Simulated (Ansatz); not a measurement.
Consider the ligand exchange at the Sn–C bond: `CN[CH2][SnH3]` + `O[SiH2][SiH3]` → `[SiH3][SiH2][O][SnH3]` + `CNC`.

Gas-phase electronic energies from Ansatz, PBE0-D4/def2-TZVP geometries. CBS: MP2 limit from def2 TZ/QZ plus the TZ coupled-cluster correction, frozen cores. def2 core potentials past Kr. For Sn outer-core shells are correlated without core-valence functions, which leaves a few kJ/mol of doubt a bond. One conformer a species, not always the lowest.

| species | HF/def2-TZVPP energy (Eh) |
| --- | --- |
| `CN[CH2][SnH3]` | -348.77809 |
| `O[SiH2][SiH3]` | -656.31390 |
| `[SiH3][SiH2][O][SnH3]` | -870.82750 |
| `CNC` | -134.29707 |

Problem. Work out ΔE.

Solution. ΔE = (-870.82750) + (-134.29707) − (-348.77809) − (-656.31390) = -0.03258 Eh = -85.5 kJ/mol. CCSD(T)/CBS gives -65.0 kJ/mol.

Largest T1 diagnostic among the species: 0.014.

In def2-TZVPP, CCSD(T) changes the Hartree–Fock value by +22.8 kJ/mol (the triples alone add +2.0 kJ/mol) and MP2 by +24.7 kJ/mol.
